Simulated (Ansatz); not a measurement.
Molecule: C₃HO, charge 0, multiplicity 2. It need not be the lowest isomer of its formula. SMILES: [c]1c(=O)c1
Geometry: optimised at B3LYP-D3(BJ)/def2-TZVP (Ansatz, a quantum-chemistry and plane-wave program).

Wanted: atomisation energy (electronic, to ground-state atoms), in eV. Valence correlation only, unless marked. Open shells are spin-unrestricted. Spin-orbit coupling is left out. No relativistic terms. The coupled-cluster limit lacks core correlation, which all-electron functionals hold. CBS marks a two-point X^-3 extrapolation of the correlation energy; Hartree-Fock from the larger set. The bracket is a focal-point correction in the basis named.

```json
[
 {"level": "HF/aug-cc-pVQZ", "program": "Ansatz", "atomisation energy (eV)": "15.70"},
 {"level": "PBE0-D4/def2-TZVPD", "program": "Ansatz + dftd4", "atomisation energy (eV)": "24.68"}
]
```

**Question.** What does RI-MP2/CBS(cc-pVTZ,cc-pVQZ)+[CCSD(T)-MP2]/cc-pVTZ (Ansatz) give?

**Answer.** 23.88 eV
